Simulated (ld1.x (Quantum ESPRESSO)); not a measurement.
# What one change does to a pseudopotential (beryllium (Be), PAW)

- Element: beryllium (Be)
- Generator: ld1.x (Quantum ESPRESSO) 7.5
- Type: PAW
- Functional: PBEsol
- Relativity: scalar-relativistic
- Frozen core: none
- Valence charge: 4
- Reference configuration: 1s2 2s2 2p0
- Partial waves: 1s (bound): rcut 0.65, rcutus 0.75 bohr; 2s (bound): rcut 0.65, rcutus 0.75 bohr; 2p (bound, empty): rcut 2.50, rcutus 2.95 bohr; 2p channel at 1.85 Ry: rcut 2.50, rcutus 2.95 bohr; 3d channel at 0.5 Ry: rcut 1.65, rcutus 2.15 bohr
- Local potential: all-electron potential smoothed inside 2.50 bohr (lloc = -1)
- Core correction: none
- Augmentation charge: GAUSS, radius 0.50 bohr

Change: wave 2p channel at 1.85 Ry: rcut 2.50, rcutus 2.95 bohr becomes 2p channel at 1.54 Ry: rcut 2.50, rcutus 2.95 bohr.

Cutoffs: the cutoffs (Ry, on a coarse ladder) from which the occupation-weighted sum of valence levels, in a spherical-Bessel basis at the reference potential, stays within 10 and 1 mRy of its value at 400 Ry; they do not see the model core or the augmentation charge, which bear on the density cutoff. Errors are all-electron minus pseudo energies relative to the spin-unpolarised reference configuration.

Task: How do hardness, ghosts and transferability respond?

Result: The potential gets neither clearly harder nor softer (140 Ry and 180 Ry → 140 Ry and 180 Ry); of the 6 tests that both files solve, the error grows in 0 and shrinks in 3 by more than 15 % and 0.3 meV (median size 1.4 → 0.4 meV); neither file shows a bound ghost at the reference potential, the only one tested.

```tsv
quantity	base	changed
cutoff, loose	140 Ry	140 Ry
cutoff, tight	180 Ry	180 Ry
bound ghosts	none	none
tests counted (converged, no solver errors)	6 of 7	6 of 7
error for 1s2 2s1 2p0, meV [ΔE 9.46 eV]	-0.9	-0.9
error for 1s2 2s0 2p0, meV [ΔE 27.18 eV]	-0.6	-0.6
error for 1s2 2s1.5 2p0, meV [ΔE 3.72 eV]	-0.2	-0.2
error for 1s2 2s0 2p2, meV [ΔE 7.21 eV]	+3.0	+0.1
error for 1s2 2s0 2p1, meV [ΔE 13.36 eV]	+1.9	+0.2
error for 1s2 2s1 2p1, meV [ΔE 3.59 eV]	+2.9	+2.0
s: phases at 3.18 bohr within 0.05 rad from the reference energy up to (Ry; the scan ends near 5)	1.7	1.7
p: phases at 3.18 bohr within 0.05 rad from the reference energy up to (Ry; the scan ends near 5)	3.9	4.4
d: phases at 3.18 bohr within 0.05 rad from the reference energy up to (Ry; the scan ends near 5)	3.7	3.7
lowest overlap eigenvalue by channel	s 0.53, p 0.91, d 0.90	s 0.53, p 0.45, d 0.90
```

Base: Tests not counted: 1s1 2s2 2p0 (solver errors, printed error -50.1 eV). Changed file: Tests not counted: 1s1 2s2 2p0 (solver errors, printed error -51.8 eV).
